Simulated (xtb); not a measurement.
C3H3BrF2, SMILES Br/C=C\C(F)F. All values are semi-empirical tight-binding results from xtb (GFN2-xTB unless named), good for trends rather than for accurate numbers. Geometry optimised at GFN2-xTB. The structure was generated by enumeration; whether it is a known compound was not checked. One conformer was computed; it need not be the lowest.

Optimised geometry:

```xyz
9

F     -2.4165    -0.6985    -0.9734
C     -1.2251    -0.0608    -1.0963
F     -1.1993     0.4414    -2.3566
C     -0.0982    -1.0272    -0.9004
C      0.8575    -0.9178     0.0063
Br     1.0003     0.4879     1.2508
H     -1.2183     0.7853    -0.3931
H     -0.1048    -1.8687    -1.5786
H      1.6489    -1.6438     0.1050
```

| Quantity | Value |
|---|---|
| point group as xtb finds it | Cs |
| orbital gap | 4.10 eV |
| zero-point energy | 33.4 kcal/mol |
| G − E(el) at 298.15 K (modified RRHO) | 13.2 kcal/mol |
| static polarisability (D4 model) | 60.3 bohr³ |
| solvation energy, GFN2-xTB/ALPB(water) | -2.4 kcal/mol |
| solvation energy, GFN2-xTB/ALPB(dmso) | -6.5 kcal/mol |

**Question.** Give the atomic charges and the Wiberg bond orders between heavy atoms. (An estimate is asked for; the answer gives what the named calculation found.)

**Answer.** charges (e) F1 -0.22, C2 0.31, F3 -0.22, C4 -0.06, C5 0.04, Br6 -0.11, H7 0.08, H8 0.09, H9 0.09. Bond orders F1–C2 0.94, C2–F3 0.94, C2–C4 0.99, C4–C5 1.91, C5–Br6 1.03.
